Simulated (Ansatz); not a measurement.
System: C₇H₈N (charge 0, doublet). It need not be the lowest isomer of its formula. 
Structure (B3LYP-D3(BJ)/def2-TZVP (Ansatz, a first-principles code) minimum search):
```xyz
16

C      2.2820     1.2806    -0.2138
C      1.1848     0.4281    -0.0436
C      1.3499    -0.9226     0.3508
C      0.2335    -1.7190     0.5042
C     -1.0216    -1.1744     0.2676
C     -1.1189     0.1750    -0.1226
C     -2.4653     0.7892    -0.3880
N     -0.0587     0.9481    -0.2727
H      3.2903     0.9293    -0.0481
H      2.1221     2.3050    -0.5150
H      2.3442    -1.3110     0.5264
H      0.3343    -2.7542     0.8052
H     -1.9176    -1.7708     0.3788
H     -3.1095     0.7124     0.4911
H     -2.3466     1.8378    -0.6502
H     -2.9726     0.2745    -1.2076
```
Charge 0, spin multiplicity 2.

Total electronic energies in hartree. Cores are frozen in the correlated levels unless marked. UHF or UKS for open shells. No spin-orbit coupling. No relativistic terms. CBS marks a two-point X^-3 extrapolation of the correlation energy; Hartree-Fock from the larger set. The bracket is a focal-point correction in the basis named.

The UHF reference is spin-contaminated (<S^2> 0.58 over the pure value in the largest basis). 

```tsv
level	program	energy (Eh)
RI-HF/cc-pVTZ	Ansatz	-324.27947
BLYP-D3(BJ)/def2-TZVPD	Ansatz + dftd3	[?]
r2SCAN/def2-TZVPD	Ansatz	-326.20066
CAM-B3LYP/def2-TZVPD	Ansatz	[?]
B2GP-PLYP-D4/def2-TZVPD	Ansatz + dftd4	-326.02904
RI-MP2/cc-pVQZ	Ansatz	-325.62582
SCS-MP2/6-31G*	Ansatz	-325.11887
RI-MP2/CBS(cc-pVTZ,cc-pVQZ)+[CCSD(T)-MP2]/cc-pVDZ	Ansatz	-325.8234
RI-MP2/CBS(cc-pVTZ,cc-pVQZ)+[CCSD(T)-MP2]/cc-pVTZ	Ansatz	-325.8271
```

What belongs in the gaps?


- BLYP-D3(BJ)/def2-TZVPD, energy (Eh): -326.28297
- CAM-B3LYP/def2-TZVPD, energy (Eh): -326.20689
